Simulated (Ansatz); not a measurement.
Program: Ansatz. Geometries: PBE0-D4/def2-TZVP. ΔE: electronic, gas phase. CBS: MP2 limit from def2 TZ/QZ plus the TZ coupled-cluster correction, frozen cores. Functionals use def2-TZVPP. B3LYP here is the variant with VWN-RPA as its local correlation; programs differ in this. For Br outer-core shells are correlated without core-valence functions, which leaves a few kJ/mol of doubt a bond. Scalar relativity is left out up to krypton. One conformer a species, not always the lowest.

`[CH3][Al]([SiH3])[Br]` + `O[SiH](Cl)CF` → `[CH3][Al]([OH])[Br]` + `FC[SiH]([SiH3])Cl`  (redistribution)

Is it downhill or uphill in electronic energy at CCSD(T)/CBS, and by how much? (Estimate.)

The calculation gave: Downhill: ΔE = -7.5 kcal/mol.

What do these levels give: r2SCAN-D4, PBE0-D4, ωB97X-V, PBE, r2SCAN, B3LYP, MP2/def2-TZVPP, SCS-MP2/def2-TZVPP, CCSD/def2-TZVPP, MP2/def2-QZVPP, SCS-MP2/def2-QZVPP, CCSD/CBS(def2)? (Estimate.)

Ansatz gave: r2SCAN-D4 -7.7, PBE0-D4 -7.1, ωB97X-V -7.4, PBE -7.3, r2SCAN -7.6, B3LYP -7.6, MP2/def2-TZVPP -8.1, SCS-MP2/def2-TZVPP -7.8, CCSD/def2-TZVPP -7.2, MP2/def2-QZVPP -8.2, SCS-MP2/def2-QZVPP -7.9, CCSD/CBS(def2) -7.3 kcal/mol.

Largest T1 diagnostic among the species: 0.011.

In def2-TZVPP, CCSD(T) changes the Hartree–Fock value by −1.3 kcal/mol (the triples alone add −0.1 kcal/mol) and MP2 by −2.1 kcal/mol.
